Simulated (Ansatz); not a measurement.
Molecule: C₄H₈Cl₂, net charge 0, singlet state. 
Structure (B3LYP-D3(BJ)/def2-TZVP (Ansatz, a program for electronic structure) minimum search):
```xyz
14

C     -2.3265     0.7480     0.5144
C     -0.9958     0.2045     0.0361
C      0.1046     0.3336     1.0767
C      1.4816    -0.1025     0.6208
Cl     2.1038     0.9384    -0.7235
Cl    -1.1968    -1.5530    -0.4249
H     -2.2255     1.8138     0.7343
H     -3.0951     0.6250    -0.2470
H     -2.6534     0.2373     1.4212
H     -0.6912     0.6879    -0.8893
H     -0.1643    -0.2606     1.9556
H      0.1448     1.3798     1.3929
H      1.4753    -1.1200     0.2408
H      2.2061    -0.0175     1.4261
```

Total electronic energies in hartree. Correlated levels leave the core frozen unless marked. Spin-orbit coupling is left out. No relativistic terms. CBS marks a two-point X^-3 extrapolation of the correlation energy; Hartree-Fock from the larger set.

```json
[
 {"level": "HF/STO-3G", "program": "Ansatz", "energy (Eh)": "-1063.46664"},
 {"level": "HF/6-31G*", "program": "Ansatz", "energy (Eh)": "-1075.10443"},
 {"level": "SVWN5/def2-TZVPD", "program": "Ansatz", "energy (Eh)": "-1073.29907"},
 {"level": "B3LYP-D4/def2-TZVPD", "program": "Ansatz + dftd4", "energy (Eh)": "___"},
 {"level": "PBE0/def2-TZVPD", "program": "Ansatz", "energy (Eh)": "-1077.24527"},
 {"level": "PBE0/def2-QZVPP", "program": "Ansatz", "energy (Eh)": "-1077.28196"},
 {"level": "BHLYP-D4/def2-TZVPD", "program": "Ansatz + dftd4", "energy (Eh)": "-1077.65111"},
 {"level": "HSE06-D3(BJ)/def2-TZVPD", "program": "Ansatz + dftd3", "energy (Eh)": "-1077.22901"},
 {"level": "HSE06/def2-TZVPD", "program": "Ansatz", "energy (Eh)": "-1077.21995"},
 {"level": "wB97X/def2-TZVPD", "program": "Ansatz", "energy (Eh)": "-1077.69981"},
 {"level": "RPA@PBE/cc-pV(T+d)Z", "program": "Ansatz", "energy (Eh)": "-1076.96971"},
 {"level": "MP2/aug-cc-pV(D+d)Z", "program": "Ansatz", "energy (Eh)": "-1076.07567"},
 {"level": "RI-MP2/aug-cc-pV(T+d)Z", "program": "Ansatz", "energy (Eh)": "-1076.33949"},
 {"level": "RI-MP2/cc-pV(Q+d)Z", "program": "Ansatz", "energy (Eh)": "-1076.41352"},
 {"level": "SCS-MP2/STO-3G", "program": "Ansatz", "energy (Eh)": "-1063.71273"},
 {"level": "SCS-MP2/6-31G*", "program": "Ansatz", "energy (Eh)": "-1075.87718"},
 {"level": "SCS-MP2/cc-pV(D+d)Z", "program": "Ansatz", "energy (Eh)": "-1076.00102"},
 {"level": "SCS-MP2/cc-pVTZ", "program": "Ansatz", "energy (Eh)": "-1076.30690"},
 {"level": "CCSD/aug-cc-pV(T+d)Z", "program": "Ansatz", "energy (Eh)": "-1076.40679"},
 {"level": "CCSD/cc-pV(T+d)Z", "program": "Ansatz", "energy (Eh)": "-1076.38393"},
 {"level": "CCSD(T)/STO-3G", "program": "Ansatz", "energy (Eh)": "-1063.76157"},
 {"level": "CCSD(T) with core electrons (1s frozen past Ne)/cc-pwCVTZ", "program": "Ansatz", "energy (Eh)": "-1077.18902"},
 {"level": "CCSD(T)/CBS(cc-pV(T+d)Z,cc-pV(Q+d)Z)", "program": "Ansatz", "energy (Eh)": "-1076.5837"}
]
```

Question: Fill in the missing entries.

Answer: 
- B3LYP-D4/def2-TZVPD, energy (Eh): -1077.79679
